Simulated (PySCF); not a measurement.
Two species compared at the same levels of theory.

First species: C7H10F2.
Structure used (PBE0-D3(BJ)/def2-SVP), in Å, numbered top down from 1:
```
atom  x, y, z in Å
C1     3.1197    0.2231   -0.2045
C2     2.0139   -0.5686   -0.9030
C3     0.7378    0.2010   -1.0119
C4    -0.4230    0.0198   -0.3453
C5    -1.5460    0.9222   -0.5912
C6    -2.7806    0.7835   -0.0983
F7    -3.7341    1.6718   -0.3639
C8    -0.5919   -1.0358    0.7075
F9    -1.6865   -1.8386    0.4528
H10    4.0664   -0.3379   -0.1969
H11    3.3035    1.1836   -0.7109
H12    2.8475    0.4481    0.8381
H13    1.8626   -1.5289   -0.3874
H14    2.3495   -0.8238   -1.9234
H15    0.7728    1.0496   -1.7074
H16   -1.3659    1.7822   -1.2438
H17   -3.1272   -0.0427    0.5261
H18   -0.7541   -0.5584    1.6903
H19    0.2933   -1.6830    0.7786
```

Second species: C6H11AsO.
Cartesian coordinates in Å at the PBE0-D3(BJ)/def2-SVP level; atoms count from 1:
```xyz
19
C6H11AsO angstrom
O     -1.595   -2.806    0.164
C     -0.662   -2.247    0.673
C     -0.318   -0.790    0.489
C     -1.266   -0.107   -0.491
C     -1.073    1.402   -0.578
As     0.730    1.819   -1.286
C      1.657    0.793    0.135
C      1.170   -0.650    0.143
H      0.042   -2.806    1.347
H     -0.457   -0.341    1.496
H     -1.135   -0.569   -1.486
H     -2.302   -0.342   -0.197
H     -1.816    1.848   -1.256
H     -1.202    1.869    0.411
H      0.867    3.184   -0.615
H      1.475    1.265    1.114
H      2.740    0.836   -0.059
H      1.765   -1.236    0.866
H      1.350   -1.114   -0.845
```

Levels: CAM-B3LYP/def2-SVPD for HOMO energy, LUMO energy, HOMO–LUMO gap and static isotropic polarisability; TDDFT CAM-B3LYP/def2-SVPD for lowest singlet excitation; TDA CAM-B3LYP/def2-SVPD for lowest triplet excitation (Tamm–Dancoff); ΔSCF CAM-B3LYP/def2-SVPD for vertical ionisation energy. Geometries: PBE0-D3(BJ)/def2-SVP. Each species is one conformer at its optimised geometry, gas phase, non-relativistic unless stated. Electronic properties by PySCF.

Dipoles, sizes and rotational constants follow the conformer. The torsions of the flexible species, by atom-mapped SMILES:
- `[CH3:1][CH2:2]/[CH:3]=[C:4](/[CH:5]=[CH:6]/[F:7])[CH2:8][F:9]`: C1–C2–C3–C4 -108°, C3–C4–C5–C6 173°, C3–C4–C8–F9 -127°

The conformers of `O=CC1CC[AsH]CC1` aren't listed.

| property | column X | column Y |
| --- | --- | --- |
| HOMO energy | -8.24 eV | -7.86 eV |
| LUMO energy | 0.35 eV | 0.18 eV |
| HOMO–LUMO gap | 8.59 eV | 8.04 eV |
| lowest singlet excitation | 4.32 eV | 5.65 eV |
| lowest triplet excitation (Tamm–Dancoff) | 3.72 eV | 3.18 eV |
| static isotropic polarisability | 101.6 au | 93.4 au |
| vertical ionisation energy | 9.06 eV | 8.57 eV |

Problem. Which column belongs to which species?

Solution. Column X is the second species and column Y the first. The first has 19 atoms and 70 electrons, the second 19 and 88.

Problem. How does each property change from the first species to the second?

Solution. HOMO energy -0.38 eV; LUMO energy +0.17 eV; HOMO–LUMO gap +0.55 eV; lowest singlet excitation -1.33 eV; lowest triplet excitation (Tamm–Dancoff) +0.54 eV; static isotropic polarisability +8.2 au; vertical ionisation energy +0.49 eV.

On the first: S1 lies 2.39 eV below the HOMO–LUMO gap; its leading configuration is HOMO→LUMO, weight 0.97. The principal polarisabilities are 65.8, 79.5 and 135.1 au; their mean is the isotropic value.

On the second: The vertical singlet–triplet gap S1 − T1 is 0.60 eV (TDDFT singlet less Tamm–Dancoff triplet; S1: HOMO−1→LUMO, weight 0.95; T1: HOMO−1→LUMO, weight 0.94). The ΔSCF ionisation energy exceeds −ε(HOMO) by 0.82 eV with CAM-B3LYP. The calculation is non-relativistic and has no spin–orbit coupling, an omission that weighs most on arsenic.
